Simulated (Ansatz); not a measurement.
Consider the atomization: `N#[C][GeH]([C]#N)[C]#N` → 3 C• + Ge• + H• + 3 N•.

Isolated molecules relaxed with PBE0-D4/def2-TZVP in Ansatz; ΔE leaves out vibrations. CCSD(T)/CBS adds triple-zeta CCSD(T) − MP2 to the extrapolated MP2 energy (def2 sets, frozen cores). This one scheme is used for every species, atoms too. For atomizations the MP2-based limit and the directly extrapolated one differ by several kJ/mol either way, and by 10 to 25 for some Ge, Se and Sn compounds, so smaller differences from it don't rank the levels. DFT in def2-TZVPP. No spin–orbit coupling; open shells (•) take unrestricted orbitals. Spin–orbit coupling would lower the free atoms: a little for C; clearly for Ge. For Ge outer-core shells are correlated without core-valence functions, so the limit isn't a true one: a few kJ/mol of doubt a bond, and 10 to 20 or more in all where bonds break to atoms. Scalar relativity is left out up to krypton.

`N#[C][GeH]([C]#N)[C]#N`:

```xyz
8

N     2.861   -0.552    0.211
C     1.771   -0.188    0.161
Ge   -0.017    0.465    0.089
C    -1.042   -0.520    1.357
N    -1.669   -1.087    2.137
C    -0.706    0.067   -1.641
N    -1.128   -0.142   -2.690
H    -0.071    1.956    0.375
```

| level | ΔE (kcal/mol) |
| --- | --- |
| CAM-B3LYP | 893.0 |
| SCS-MP2/def2-QZVPP | 923.8 |

(1) What does CCSD(T)/CBS give? (An estimate is asked.)

Largest T1 diagnostic among the species: 0.014.

## Answers

(1) The calculation gave: +895.2 kcal/mol. The listed levels differ from it by -2.2, 28.6 kcal/mol.

From PBE to PBE0 (25 % exact exchange), in def2-TZVPP and without D4, ΔE moves by −44.9 kcal/mol: exact exchange takes away binding that semilocal exchange gives to molecules. The D4 term adds +7.9 kcal/mol with B3LYP and +4.2 kcal/mol with PBE0; it sums over pairs of atoms, weighted by their polarisabilities, and B3LYP, whose exchange is more repulsive, gets the larger term. Leaving LDA and LC-ωPBE aside and taking each functional with its dispersion term where it has one, the values, not all of them listed here, spread over 105.5 kcal/mol, from BHLYP-D4 to PBE-D4. LDA lies +115.3 kcal/mol from PBE without D4, its usual overbinding.

B3LYP here is the variant with VWN-RPA as its local correlation; programs differ in this.
